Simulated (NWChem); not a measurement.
System: Si$_{2}$H$_{3}$, doublet; SMILES [SiH2]=[SiH]

Results from NWChem. Spin-unrestricted. Spin-contaminated determinants: UHF/3-21G (<S²> = 1.11). No stability test was run on the SCF state. Each level has its own optimisation; frequencies are unscaled. Brackets give each atom's bonded neighbours.

```
level               r Si–Si (Å)  r H–Si [H(Si)–Si(HSi)] (Å)  r H–Si [H(Si)–Si(HHSi)] (Å)  highest harmonic frequency (cm⁻¹)  lowest (cm⁻¹)  zero-point energy (kcal/mol)
------------------  -----------  --------------------------  ---------------------------  ---------------------------------  -------------  ----------------------------
CAM-B3LYP/def2-SVP        2.284                       1.527                        1.492                               2246            356                          14.2
UHF/3-21G                 2.363                       1.518                        1.489                               2278            353                          14.2
PBE0/def2-SVP             2.281                       1.532                        1.499                                  ?              ?                             ?
```

### Question
Fill in the missing entries.

### Answer

- PBE0/def2-SVP, highest harmonic frequency (cm⁻¹): 2224
- PBE0/def2-SVP, lowest (cm⁻¹): 205
- PBE0/def2-SVP, zero-point energy (kcal/mol): 13.7
